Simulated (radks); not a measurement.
Initial-state core-level shifts of neutral rhodium when its valence configuration changes from [Kr] 4d8 5s1. Method: scalar-relativistic Kohn-Sham, PBE, spin-polarised, spherical densities, point nucleus; open shells are filled with parallel spins first (spin-orbit coupling, left out, can overturn this in heavy ions); computed with a radial shooting solver on a logarithmic mesh with Libxc functionals. Shifts are changes of the shell-averaged eigenvalues in eV (positive: less bound).

4d9: 1s +2.937; 2p +3.098; 3s +3.088; 3d +3.100
4d7.5 5s1 5p0.5: 1s -2.528; 2p -2.605; 3s -2.598; 3d -2.605
4d8 5p1: 1s -1.673; 2p -1.616; 3s -1.639; 3d -1.634
4d7 5s1 5p1: 1s -5.075; 2p -5.252; 3s -5.227; 3d -5.242
4d8 5s0.5 5p0.5: 1s -0.878; 2p -0.849; 3s -0.860; 3d -0.858
4d7 5s2: 1s -3.738; 2p -3.940; 3s -3.898; 3d -3.916
4d6 5s1 5p2: 1s -10.356; 2p -10.793; 3s -10.691; 3d -10.730
4d7.5 5s1.5: 1s -1.811; 2p -1.905; 3s -1.889; 3d -1.897
4d7 5s0.5 5p1.5: 1s -5.801; 2p -5.957; 3s -5.942; 3d -5.955
